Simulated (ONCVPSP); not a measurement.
# An all-electron radial function and its pseudo partner (C)

Columns: radius, all-electron u(r) and pseudo u(r) of the 2s shell (level -13.86 eV) of carbon in the configuration [He] 2s1.5 2p2.5; LDA (Perdew-Zunger), non-relativistic, ONCV scheme, ONCVPSP 4.0.1.

```json
{"r (bohr)": "0.095", "all-electron": "-0.3265", "pseudo": "0.0538"}
{"r (bohr)": "0.190", "all-electron": "-0.3257", "pseudo": "0.1148"}
{"r (bohr)": "0.285", "all-electron": "-0.1853", "pseudo": "0.1834"}
{"r (bohr)": "0.380", "all-electron": "0.0021", "pseudo": "0.2565"}
{"r (bohr)": "0.475", "all-electron": "0.1911", "pseudo": "0.3341"}
{"r (bohr)": "0.570", "all-electron": "0.3607", "pseudo": "0.4208"}
{"r (bohr)": "0.665", "all-electron": "0.5024", "pseudo": "0.5174"}
{"r (bohr)": "0.760", "all-electron": "0.6145", "pseudo": "0.6144"}
{"r (bohr)": "0.855", "all-electron": "0.6983", "pseudo": "0.6971"}
{"r (bohr)": "0.950", "all-electron": "0.7568", "pseudo": "0.7567"}
{"r (bohr)": "1.045", "all-electron": "0.7935", "pseudo": "0.7935"}
{"r (bohr)": "1.140", "all-electron": "0.8121", "pseudo": "0.8121"}
{"r (bohr)": "1.235", "all-electron": "0.8159", "pseudo": "0.8159"}
{"r (bohr)": "1.330", "all-electron": "0.8081", "pseudo": "0.8081"}
{"r (bohr)": "1.425", "all-electron": "0.7912", "pseudo": "0.7912"}
{"r (bohr)": "1.520", "all-electron": "0.7676", "pseudo": "0.7676"}
{"r (bohr)": "1.615", "all-electron": "0.7389", "pseudo": "0.7389"}
{"r (bohr)": "1.710", "all-electron": "0.7069", "pseudo": "0.7069"}
{"r (bohr)": "1.805", "all-electron": "0.6726", "pseudo": "0.6726"}
{"r (bohr)": "1.900", "all-electron": "0.6371", "pseudo": "0.6371"}
{"r (bohr)": "1.995", "all-electron": "0.6012", "pseudo": "0.6012"}
{"r (bohr)": "2.090", "all-electron": "0.5653", "pseudo": "0.5653"}
{"r (bohr)": "2.185", "all-electron": "0.5301", "pseudo": "0.5301"}
{"r (bohr)": "2.280", "all-electron": "0.4958", "pseudo": "0.4958"}
{"r (bohr)": "2.375", "all-electron": "0.4626", "pseudo": "0.4626"}
{"r (bohr)": "2.470", "all-electron": "0.4308", "pseudo": "0.4308"}
```

Q: How many radial nodes do the two functions have?

A: The all-electron 2s function has n − l − 1 = 1; the pseudo-wave has 0, since the states of the same l below it are removed with the core.

Q: At about which radius was the pseudo-wave matched?

A: 1.05 bohr. The columns agree to 0.0005 from 0.95 bohr on; several derivatives are matched, so the curves merge somewhat inside the radius.

Q: Where does each function peak?

A: Outermost all-electron maximum near 1.24 bohr, pseudo maximum near 1.24 bohr (to the table’s step).

Q: Is the pseudo-wave norm-conserving?

A: Yes: the ONCV scheme keeps the norm inside the radius equal to the all-electron one, which fixes the energy derivative of the logarithmic derivative at the level.
